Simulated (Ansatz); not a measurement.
Two isomers of C2H7NSi: A = `N=CC[SiH3]`, B = `CN1C[SiH2]1`.

Isolated molecules relaxed with PBE0-D4/def2-TZVP in Ansatz; ΔE leaves out vibrations. CBS: MP2 limit from def2 TZ/QZ plus the TZ coupled-cluster correction, frozen cores. DFT in def2-TZVPP. B3LYP here is the variant with VWN-RPA as its local correlation; programs differ in this. Each species was taken in one conformer, which may not be the lowest.

(1) Which isomer does CCSD(T)/CBS put lower? Give the gap. (Estimate.)

(2) Give E(B) − E(A) in kJ/mol with CCSD/def2-TZVPP, PBE-D4, MP2/def2-TZVPP, BLYP-D4, B3LYP-D4, B3LYP, LDA (SPW92). (Best estimate.)

(3) Does the order hold for the free energy at 298.15 K (harmonic terms from PBE0-D4)? (Best estimate.)

Largest T1 diagnostic: 0.012.

## Answers

(1) Ansatz gave: A, by 64.2 kJ/mol.

(2) Computed: CCSD/def2-TZVPP 69.2, PBE-D4 55.0, MP2/def2-TZVPP 57.6, BLYP-D4 70.4, B3LYP-D4 67.0, B3LYP 68.0, LDA (SPW92) 34.5. None reverses the order clearly.

(3) Computed: Yes: G(B) − G(A) = +74.1 kJ/mol, for one conformer each.

Leaving LDA and LC-ωPBE aside and taking each functional with its dispersion term where it has one, the values, not all of them listed here, spread over 17.4 kJ/mol, from HSE06-D4 to BLYP-D4. LDA lies −21.0 kJ/mol from PBE without D4. From BLYP to BHLYP (50 % exact exchange), in def2-TZVPP and without D4, E(B) − E(A) moves by −4.2 kJ/mol.
